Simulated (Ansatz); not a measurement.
Computed with Ansatz on PBE0-D4/def2-TZVP structures; ΔE is electronic, products minus reactants. CCSD(T)/CBS is the MP2 limit (def2-TZVPP, def2-QZVPP) plus CCSD(T) − MP2 in def2-TZVPP, frozen cores. Functionals use def2-TZVPP. B3LYP here is the variant with VWN-RPA as its local correlation; programs differ in this. For As, Ge outer-core shells are correlated without core-valence functions, which leaves a few kJ/mol of doubt a bond. Scalar relativity is left out up to krypton. Each species was taken in one conformer, which may not be the lowest.

Consider the redistribution: `O[SiH2][AsH2]` + `O=[C]([SiH3])[GeH2][F]` → `O=C([SiH3])[AsH2]` + `O[SiH2][GeH2][F]`.

```
             level  ΔE (kJ/mol)  difference from CCSD(T)/CBS
           PBE0-D4         11.4                         -4.0
          B3LYP-D4         10.0                         -5.4
           ωB97X-V         15.1                         -0.3
           ωB97M-V         15.9                          0.5
               PBE          6.2                         -9.2
            r2SCAN          8.5                         -6.9
              PBE0         11.7                         -3.7
             B3LYP         10.8                         -4.6
     HF/def2-TZVPP         23.7                          8.3
    MP2/def2-TZVPP         17.4                          2.0
   CCSD/def2-TZVPP         18.2                          2.8
CCSD(T)/def2-TZVPP         15.8                          0.4
     HF/def2-QZVPP         23.5                          8.1
    MP2/def2-QZVPP         17.1                          1.7
SCS-MP2/def2-QZVPP         17.3                          1.9
    CCSD/CBS(def2)         17.7                          2.3
       CCSD(T)/CBS         15.4                            0
```

Largest T1 diagnostic among the species: 0.015.

From PBE to PBE0 (25 % exact exchange), in def2-TZVPP and without D4, ΔE moves by +5.5 kJ/mol. In def2-TZVPP, CCSD(T) changes the Hartree–Fock value by −7.8 kJ/mol (the triples alone add −2.3 kJ/mol) and MP2 by −6.3 kJ/mol.
